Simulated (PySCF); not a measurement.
C2H3BClFO2.

```xyz
10

B      0.7236     0.4682     0.6379
Cl     0.3584    -0.8847     1.6944
F      1.5458     1.4123     1.0618
O      0.2686     0.5751    -0.6441
C     -0.8620    -0.0195    -1.1884
C     -0.6768    -0.2588    -2.6583
O     -1.8365    -0.2498    -0.5329
H     -1.6001    -0.6652    -3.0856
H      0.1562    -0.9622    -2.8127
H     -0.4034     0.6840    -3.1554
```
Charge 0, spin multiplicity 1.

Geometry optimised at TPSSh-D3(BJ)/def2-SVP. This is a generated structure with no PubChem entry under its InChIKey; it may be hypothetical. Other conformers were not sampled.

All values below come from HF/pcSseg-1 run with PySCF. Non-relativistic, no solvent.

Computed absolute GIAO shielding of each atom: isotropic value and principal components (ppm):
```
atom  σ(iso)     σ11     σ22     σ33   span
----  ------  ------  ------  ------  -----
B1      90.2    79.7    91.6    99.4   19.7
Cl2    910.6   752.1   935.8  1044.0  291.9
F3     287.8   152.9   336.6   374.0  221.1
O4     110.5     0.9   132.7   197.8  196.9
C5      16.4  -122.2    80.3    91.0  213.3
C6     167.3   148.2   158.1   195.5   47.3
O7    -171.1  -504.5  -289.4   280.6  785.0
H8      29.5    25.1    27.7    35.7   10.6
H9      29.4    25.8    28.4    34.1    8.3
H10     29.3    25.4    28.0    34.5    9.2
```
